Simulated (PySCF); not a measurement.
These are PySCF 2.14.0 with TPSSh-D3(BJ)/def2-TZVP // r2SCAN-D4/def2-SVP values and carry that method's errors. Isolated molecules, 0 K electronic values unless said otherwise. One relaxed conformer stands for a flexible species; it need not be the lowest. 

Reference species: [Nb(F)2(OH)3] (neutral, multiplicity 1).

- HOMO–LUMO gap = 6.17 eV
- charge on the central atom (Mulliken) = 1.95 e
- HOMO = -8.49 eV
- coordination number = 5

After one change: the HOMO–LUMO gap goes up by 0.20 eV; the charge on the central atom (Mulliken) goes up by 0.06 e; the HOMO falls by 0.81 eV; the coordination number is nearly the same.

Task: What was changed between the two runs? The new species is one of these.
A. [Nb(F)3(OH)2]
B. [Nb(F)4(OH)]
C. [Nb(OH)5]
D. [Nb(F)(OH)4]

Result: A, [Nb(F)3(OH)2]
